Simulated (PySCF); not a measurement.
## Calculated data, AlBGeH₅O, CH₇B₂Ge

All values are calculated (PySCF 2.14.0). Calculation on a computer-drawn molecule: the log of a Hartree-Fock and frozen-core CCSD(T) single point meant for a local Hartree-Fock minimum, with one planted fault or none, to be diagnosed. Offsets are logged minus clean, where the clean run is the same molecule without the fault. The reference is restricted for singlets and unrestricted otherwise, and also for a bond in bohr or an excited solution. Adding or removing an electron swaps singlet and doublet. The excited solution moves the top pair (singlet) or top alpha electron (doublet) to the lowest empty orbital. Highest occupied and lowest empty are orbital energies over both spins, largest force is the largest gradient component, triples share is (T) over the correlation energy, the T1 limit is 0.02 restricted and 0.045 unrestricted, electrons count all cores, a negative frequency is imaginary (commonest isotopes), and the dipole is about the centre of nuclear charge; on germanium a core potential holds 10 electrons, which the energies leave out, and 3d is frozen in MP2 and coupled-cluster steps.

Common to all runs: meant charge 0; meant multiplicity 2; meant basis and core potential on germanium cc-pVDZ-PP ECP10MDF; logged SCF converged yes; logged CC converged yes; logged SCF stable within its kind yes; possible faults no fault, one electron removed, one electron added, multiplicity raised by two, geometry at a saddle point, SCF held on an excited solution, minimal basis STO-3G, one bond length entered in bohr, all coordinates scaled.

(1) 
```xyz
9
formula=AlBGeH5O meant_basis=cc-pV(D+d)Z logged_electrons=64 logged_basis_functions=99 logged_spin_squared=0 logged_highest_occupied=-0.5501 logged_lowest_empty=6.4018 logged_largest_force=0.046034 logged_T1_diagnostic=0.016906 logged_D1_diagnostic=0.056879 logged_triples_share=0.028121 logged_dipole_magnitude=5.2392 logged_energy_HF=-637.7179 logged_energy_CCSD(T)=-638.22224 planted_fault=one_electron_added HF_energy_offset_from_clean_run=12.14 CCSD(T)_energy_offset_from_clean_run=-11.63
B     -2.3729    -2.6740    -0.6167
Al    -0.5408    -1.9943    -1.2851
O      0.4160    -2.9162    -2.3353
Ge     0.3796     0.2186    -0.5942
H     -3.4331    -3.0296    -0.2105
H      0.2704    -3.7638    -2.7194
H      1.7343     0.0797     0.1190
H      0.5991     1.1492    -1.7981
H     -0.5606     0.9585     0.3747
```

Units: logged_highest_occupied, logged_lowest_empty in eV; logged_largest_force in hartree/bohr; logged_dipole_magnitude in debye; logged_energy_HF, logged_energy_CCSD(T) in hartree; HF_energy_offset_from_clean_run, CCSD(T)_energy_offset_from_clean_run in kcal/mol.

Drawn bonds:
```tsv
atom	other atom	order
1	2	1
2	3	1
2	4	1
1	5	1
3	6	1
4	7	1
4	8	1
4	9	1
```

(2) 
```xyz
11
formula=CH7B2Ge meant_basis=cc-pVDZ logged_electrons=55 logged_basis_functions=100 logged_spin_squared=0.7595 logged_highest_occupied=-8.6786 logged_lowest_empty=0.8983 logged_largest_force=0.046922 logged_T1_diagnostic=0.019324 logged_D1_diagnostic=0.075205 logged_triples_share=0.031847 logged_dipole_magnitude=1.4873 logged_energy_HF=-384.56072 logged_energy_CCSD(T)=-385.03862
B     -1.2150     2.3801    -0.7937
B     -0.6546     0.9658    -0.0288
Ge     0.8788     1.1801     1.6170
C      2.6219     0.0371     1.2065
H     -1.5867     3.4822    -1.3159
H     -1.0547    -0.2240    -0.3391
H      0.2173     0.6543     3.0473
H      1.3338     2.7610     1.8589
H      3.1353     0.4123     0.2160
H      3.3934     0.1363     2.0897
H      2.3417    -1.0985     1.0759
```

Units: logged_highest_occupied, logged_lowest_empty in eV; logged_largest_force in hartree/bohr; logged_dipole_magnitude in debye; logged_energy_HF, logged_energy_CCSD(T) in hartree.

Drawn bonds:
```tsv
atom	other atom	order
1	2	1
2	3	1
3	4	1
1	5	1
2	6	1
3	7	1
3	8	1
4	9	1
4	10	1
4	11	1
```

To be estimated
1. CH₇B₂Ge (entry 2): planted fault?

## Answers
1. all coordinates scaled, by +7.8 %

Further results for CH₇B₂Ge (entry 2):

```
HF energy offset from clean run      : 29.05 kcal/mol
CCSD(T) energy offset from clean run : 22.06 kcal/mol
```
